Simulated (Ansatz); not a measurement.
CdFH (SMILES [F][CdH]) moved off its minimum; all values from Ansatz (a first-principles code), cores frozen in correlated methods. Elements past Kr take the def2 small-core potentials, without spin–orbit coupling.
(charge 0, multiplicity 1)
```xyz
3

Cd     0.01043    -0.15081    -0.33956
H     -0.15247     0.13397    -2.13579
F     -0.06997     0.10210     1.72695
```

Task: Give the forces (eV/Å), the total energy and the dipole at CCSD(T)/def2-TZVPPD.

Result: 
```json
[
 {"atom": "Cd1", "Fx": "-0.387", "Fy": "0.846", "Fz": "0.184"},
 {"atom": "H2", "Fx": "0.237", "Fy": "-0.454", "Fz": "1.587"},
 {"atom": "F3", "Fx": "0.150", "Fy": "-0.393", "Fz": "-1.771"}
]
```
Energy -267.6298 hartree, dipole 3.34 D.
